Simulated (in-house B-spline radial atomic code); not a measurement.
**RPA and G0W0 on B3LYP (VWN-RPA): Cu II (Cu+)**

Configuration [Ar] 3d10, mean-field start B3LYP (VWN-RPA). Computed with an all-electron radial atomic-structure program (B-spline basis): all electrons, scalar-relativistic (spin-free one-electron X2C), finite nucleus, each spin shell either full or empty, empty states to l = 9 with an (l + 1/2)⁻⁴ tail; G0W0 by contour deformation at full frequency.

Command:
```bash
python run_gw.py task.json out
```
Settings (radii: box in bohr, nucleus in fm):
```
Z                        29
electrons                28
configuration            [Ar] 3d10
hamiltonian              x2c
method                   b3lyp
lmax                     9
rms_radius               3.8823
spin_polarised           False
box_radius               23.78
intervals                71
```

Run time, properties included: 2.1 s on 1 thread of Arm Neoverse V1, with other jobs on the host.

Energies (hartree):

| term | value |
| --- | --- |
| mean-field total | -1654.57526 |
| Hartree-Fock functional on these orbitals | -1652.92462 |
| direct second order | -2.7162 |
| second-order exchange | 0.75987 |
| SOSEX correction | 0.66519 |

Problem. What is the RPA correlation energy, and what remains with SOSEX?

Solution. RPA gives -2.1443 hartree (-2.08 eV per electron); RPA + SOSEX gives -1.4791, and the second-order doubles -1.9563 hartree (no singles). SOSEX takes back 31 % of the RPA value.

Quasi-particle levels (eV):

| level | occupied | mean field | Σx - vxc | Σc | QP weight | G0W0 |
| --- | --- | --- | --- | --- | --- | --- |
| 3d | yes | -15.620 | -7.83 | ? | ? | ? |
| 4s | no | -11.088 | 4.72 | -1.60 | 0.949 | -7.969 |

G0W0 = mean field + (Σx - vxc) + Σc, with Σc (partial-wave tail included) taken at the quasi-particle energy. Only the outer levels were computed. Levels of low weight are left out.

Problem. Where does G0W0 put 3d?

Solution. At -20.266 eV, with Σc = 3.18 eV and a quasi-particle weight of 0.688. The tabulated removal energy is 20.292 eV (NIST, measured); the calculation leaves out spin-orbit coupling, Breit and QED terms, and what these don't explain is the method's own error.
